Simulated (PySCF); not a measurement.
Input file for PySCF: R-M06-2X/6-31G* on C2H2 (SMILES C#C).

```python
from pyscf import gto, scf, dft, mp
from pyscf.data.elements import chemcore

mol = gto.M(
    atom='''
    C     0.42229757   -0.24328049   -0.58113659
    C    -0.33587133    0.00520841    0.31109152
    H     1.09553213   -0.46375577   -1.37326245
    H    -1.00565897    0.22474297    1.10641608
    ''',
    basis='6-31g*',
    cart=True,
    charge=0, spin=0, verbose=3, max_memory=1800)
mf = dft.RKS(mol, xc='m062x')
mf.conv_tol = 1e-8
mf.max_cycle = 100
mf.kernel()
if not mf.converged:
    mf = mf.newton().run(mf.mo_coeff, mf.mo_occ)
```

Program output:

```
converged SCF energy = -77.2876878221579
```

The calculation finished and met its thresholds.

Cost: around 1.4 core-seconds (rough).
